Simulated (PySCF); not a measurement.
C4H10S, SMILES CC(C)(C)S.

Coordinates come from a PBE0-D3(BJ)/def2-SVP optimisation. The values are those of a single conformer.

These are TDA-CAM-B3LYP/def2-SVPD (PySCF) values and carry that method's errors.

Vertical excitations. The molecule is in vacuum. State labels are in the subgroup Cs.

Task: Estimate the UV-visible absorptions. (The exact figures need the calculation; the answer reports its results.)

Result: 
| state | symmetry | energy (eV) | λ (nm) | f | main pairs |
|---|---|---|---|---|---|
| S1 | A" | 5.46 | 227 | 0.005 | HOMO→LUMO 40 %, HOMO→LUMO+1 38 %, HOMO→LUMO+2 11 % |
| S2 | A" | 6.18 | 201 | 0.037 | HOMO→LUMO+1 52 %, HOMO→LUMO 41 % |
| S3 | A" | 7.20 | 172 | 0.030 | HOMO→LUMO+2 72 % |
| S4 | A" | 7.55 | 164 | 0.002 | HOMO→LUMO+3 80 % |
| S5 | A' | 7.73 | 160 | 0.036 | HOMO→LUMO+4 84 % |
| S6 | A' | 8.03 | 154 | 0.013 | HOMO−1→LUMO 76 % |
| S7 | A" | 8.12 | 153 | 0.072 | HOMO→LUMO+5 62 %, HOMO→LUMO+7 11 %, HOMO→LUMO+2 10 % |
| S8 | A' | 8.40 | 148 | 0.106 | HOMO→LUMO+6 79 % |
| S9 | A" | 8.50 | 146 | 0.006 | HOMO→LUMO+7 56 %, HOMO→LUMO+5 16 %, HOMO→LUMO+8 13 % |
| S10 | A' | 8.58 | 144 | 0.160 | HOMO−1→LUMO+1 58 %, HOMO−1→LUMO 12 %, HOMO→LUMO+9 12 % |
| T1 | A" | 4.99 | 248 | 0 | HOMO→LUMO+1 41 %, HOMO→LUMO 31 %, HOMO→LUMO+2 12 % |
| T2 | A" | 5.73 | 216 | 0 | HOMO→LUMO+1 42 %, HOMO→LUMO 37 % |
| T3 | A' | 6.93 | 179 | 0 | HOMO−1→LUMO+1 49 %, HOMO−1→LUMO 20 %, HOMO−1→LUMO+2 9 % |
| T4 | A" | 6.96 | 178 | 0 | HOMO→LUMO+2 34 %, HOMO→LUMO 22 %, HOMO→LUMO+5 18 %, HOMO→LUMO+8 7 % |
Triplets are in the Tamm–Dancoff approximation.
